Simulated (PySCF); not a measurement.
**How good is the calculation?**

Atom-mapped SMILES (the numbers label the heavy atoms): `[CH3:1][c:2]1[cH:3][cH:4][n:5][cH:6][cH:7]1` (H(Xn): hydrogen on atom n).

Published estimates (parent shift plus substituent increments) and measurements: δ ¹³C C4/C6 150.3; C2 146.5; C3/C7 124.4; δ ¹H H(C4)/H(C6) 8.46; H(C3)/H(C7) 7.12 ppm (estimated from measurements, as parent shift plus tabulated substituent increment; solution, not stated per compound (mostly CDCl3 or CCl4); Pretsch, Buehlmann, Badertscher, Structure Determination of Organic Compounds, 4th ed. (2009)).

[PySCF 2.14: geometry from GFN2-xTB; NMR shieldings at PBE0/pcSseg-1/GIAO; rapidly exchanging positions averaged; isolated molecule; no relativistic terms; one computed conformer]

Q: How close does the calculation come?

A: 
Reference values: estimated from measurements, as parent shift plus tabulated substituent increment (solution, not stated per compound (mostly CDCl3 or CCl4); Pretsch, Buehlmann, Badertscher, Structure Determination of Organic Compounds, 4th ed. (2009)).
| atoms | quantity | reference | computed | computed, scaled |
| --- | --- | --- | --- | --- |
| C4/C6 | δ ¹³C | 150.3 | 155.9 | 149.7 |
| C2 | δ ¹³C | 146.5 | 152.2 | 146.2 |
| C3/C7 | δ ¹³C | 124.4 | 128.9 | 123.4 |
| H(C4)/H(C6) | δ ¹H | 8.46 | 8.87 | 8.45 |
| H(C3)/H(C7) | δ ¹H | 7.12 | 7.24 | 6.92 |

Computed shifts are σ(ref) − σ with the named reference compound (TMS for H and C) calculated as an isolated molecule at the same level. The measured values may be among those fitted. Empirical linear scaling, fitted to shifts measured mostly in CDCl3 for H and C (δ vs TMS): ¹³C: δ = 179.97 − 0.974σ (rms 2.1 ppm, 958 shifts, 2.3 ppm with the 13 outliers that the fit left out); ¹H: δ = 30.01 − 0.943σ (rms 0.17 ppm, 504 shifts, 0.18 ppm with the 4 outliers that the fit left out). A few per cent of atoms miss by over 2 rms, more outside the fitted compound classes.

Q: How far are the unscaled ¹³C shifts from the references?

A: Mean signed difference +5.27 ppm, mean absolute 5.27 ppm over 3 comparisons; the largest is +5.7 ppm at C2 (substituted aromatic carbon).

Q: How far are the unscaled ¹H shifts from the references?

A: Mean signed difference +0.26 ppm, mean absolute 0.26 ppm over 2 comparisons; the largest is +0.41 ppm at H(C4)/H(C6) (hydrogen on an aromatic CH next to a ring nitrogen).
